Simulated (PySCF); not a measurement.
# Electron correlation in C (carbon, neutral)

Starting occupation: [He] 2s2 2p1 3d1, 2p3/2 with m_j = +3/2, 3d5/2 with m_j = +5/2. Computed with PySCF 2.14 in x2c-TZVPall-2c with one added diffuse shell each of s, p, d type (6s4p3d1f, 40 functions), with X2C-1e with screened-nucleus spin-orbit coupling, Gaussian nucleus. Frozen: 1s2; 4 electrons correlated.

MP2 pair energies summed by pair of shells (mhartree):

| pair | energy | share (%) |
| --- | --- | --- |
| 2s1/2-2s1/2 | -28.79 | 51.6 |
| 2p3/2-2s1/2 | -22.97 | 41.2 |
| 2s1/2-3d5/2 | -2.66 | 4.8 |
| 2p3/2-3d5/2 | -1.38 | 2.5 |

Total MP2 correlation energy: -55.80 mhartree.
